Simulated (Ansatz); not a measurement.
`C[SiH](F)Br` + `O[Si](O)(Cl)Cl` → `C[SiH](O)Br` + `O[Si](F)(Cl)Cl`  (redistribution)

Program: Ansatz. Geometries: PBE0-D4/def2-TZVP. ΔE: electronic, gas phase. CBS: MP2 limit from def2 TZ/QZ plus the TZ coupled-cluster correction, frozen cores. Functionals use def2-TZVPP. B3LYP here is the variant with VWN-RPA as its local correlation; programs differ in this. HSE06 is defined as in plane-wave codes. For Br outer-core shells are correlated without core-valence functions, which leaves a few kJ/mol of doubt a bond. Scalar relativity is left out up to krypton. Each species was taken in one conformer, which may not be the lowest.

```json
{"level": "LDA (SPW92)", "ΔE (kJ/mol)": "5.6", "difference from CCSD(T)/CBS": "0.2"}
{"level": "PBE-D4", "ΔE (kJ/mol)": "5.7", "difference from CCSD(T)/CBS": "0.3"}
{"level": "revPBE-D4", "ΔE (kJ/mol)": "6.0", "difference from CCSD(T)/CBS": "0.6"}
{"level": "r2SCAN-D4", "ΔE (kJ/mol)": "5.6", "difference from CCSD(T)/CBS": "0.2"}
{"level": "B97M-V", "ΔE (kJ/mol)": "5.8", "difference from CCSD(T)/CBS": "0.4"}
{"level": "PBE0-D4", "ΔE (kJ/mol)": "5.8", "difference from CCSD(T)/CBS": "0.4"}
{"level": "B3LYP-D4", "ΔE (kJ/mol)": "6.0", "difference from CCSD(T)/CBS": "0.6"}
{"level": "r2SCANh-D4", "ΔE (kJ/mol)": "5.6", "difference from CCSD(T)/CBS": "0.2"}
{"level": "r2SCAN0-D4", "ΔE (kJ/mol)": "5.7", "difference from CCSD(T)/CBS": "0.3"}
{"level": "HSE06-D4", "ΔE (kJ/mol)": "5.8", "difference from CCSD(T)/CBS": "0.4"}
{"level": "BHLYP-D4", "ΔE (kJ/mol)": "6.1", "difference from CCSD(T)/CBS": "0.7"}
{"level": "CAM-B3LYP-D4", "ΔE (kJ/mol)": "5.9", "difference from CCSD(T)/CBS": "0.5"}
{"level": "ωB97X-V", "ΔE (kJ/mol)": "5.7", "difference from CCSD(T)/CBS": "0.3"}
{"level": "ωB97M-V", "ΔE (kJ/mol)": "5.5", "difference from CCSD(T)/CBS": "0.1"}
{"level": "B2PLYP", "ΔE (kJ/mol)": "5.4", "difference from CCSD(T)/CBS": "0.0"}
{"level": "PBE-QIDH", "ΔE (kJ/mol)": "5.4", "difference from CCSD(T)/CBS": "0.0"}
{"level": "revPBE", "ΔE (kJ/mol)": "5.5", "difference from CCSD(T)/CBS": "0.1"}
{"level": "BLYP", "ΔE (kJ/mol)": "5.6", "difference from CCSD(T)/CBS": "0.2"}
{"level": "PBE0", "ΔE (kJ/mol)": "5.7", "difference from CCSD(T)/CBS": "0.3"}
{"level": "B3LYP", "ΔE (kJ/mol)": "5.8", "difference from CCSD(T)/CBS": "0.4"}
{"level": "r2SCANh", "ΔE (kJ/mol)": "5.6", "difference from CCSD(T)/CBS": "0.2"}
{"level": "HSE06", "ΔE (kJ/mol)": "5.6", "difference from CCSD(T)/CBS": "0.2"}
{"level": "BHLYP", "ΔE (kJ/mol)": "6.0", "difference from CCSD(T)/CBS": "0.6"}
{"level": "CAM-B3LYP", "ΔE (kJ/mol)": "5.8", "difference from CCSD(T)/CBS": "0.4"}
{"level": "LC-ωPBE", "ΔE (kJ/mol)": "5.8", "difference from CCSD(T)/CBS": "0.4"}
{"level": "RPA@PBE/def2-TZVPP", "ΔE (kJ/mol)": "4.8", "difference from CCSD(T)/CBS": "-0.6"}
{"level": "HF/def2-SVP", "ΔE (kJ/mol)": "8.9", "difference from CCSD(T)/CBS": "3.5"}
{"level": "MP2/def2-SVP", "ΔE (kJ/mol)": "5.5", "difference from CCSD(T)/CBS": "0.1"}
{"level": "CCSD/def2-SVP", "ΔE (kJ/mol)": "6.0", "difference from CCSD(T)/CBS": "0.6"}
{"level": "CCSD(T)/def2-SVP", "ΔE (kJ/mol)": "5.7", "difference from CCSD(T)/CBS": "0.3"}
{"level": "HF/def2-TZVPP", "ΔE (kJ/mol)": "6.0", "difference from CCSD(T)/CBS": "0.6"}
{"level": "MP2/def2-TZVPP", "ΔE (kJ/mol)": "4.8", "difference from CCSD(T)/CBS": "-0.6"}
{"level": "SCS-MP2/def2-TZVPP", "ΔE (kJ/mol)": "4.9", "difference from CCSD(T)/CBS": "-0.5"}
{"level": "CCSD/def2-TZVPP", "ΔE (kJ/mol)": "5.0", "difference from CCSD(T)/CBS": "-0.4"}
{"level": "CCSD(T)/def2-TZVPP", "ΔE (kJ/mol)": "4.9", "difference from CCSD(T)/CBS": "-0.5"}
{"level": "HF/def2-QZVPP", "ΔE (kJ/mol)": "5.8", "difference from CCSD(T)/CBS": "0.4"}
{"level": "SCS-MP2/def2-QZVPP", "ΔE (kJ/mol)": "5.1", "difference from CCSD(T)/CBS": "-0.3"}
{"level": "HF/CBS(def2)", "ΔE (kJ/mol)": "5.8", "difference from CCSD(T)/CBS": "0.4"}
{"level": "MP2/CBS(def2)", "ΔE (kJ/mol)": "5.3", "difference from CCSD(T)/CBS": "-0.1"}
{"level": "CCSD/CBS(def2)", "ΔE (kJ/mol)": "5.5", "difference from CCSD(T)/CBS": "0.1"}
{"level": "CCSD(T)/CBS", "ΔE (kJ/mol)": "5.4", "difference from CCSD(T)/CBS": "0"}
```

Largest T1 diagnostic among the species: 0.010.

Leaving LDA and LC-ωPBE aside and taking each functional with its dispersion term where it has one, the values spread over 0.7 kJ/mol, from B2PLYP to BHLYP-D4.
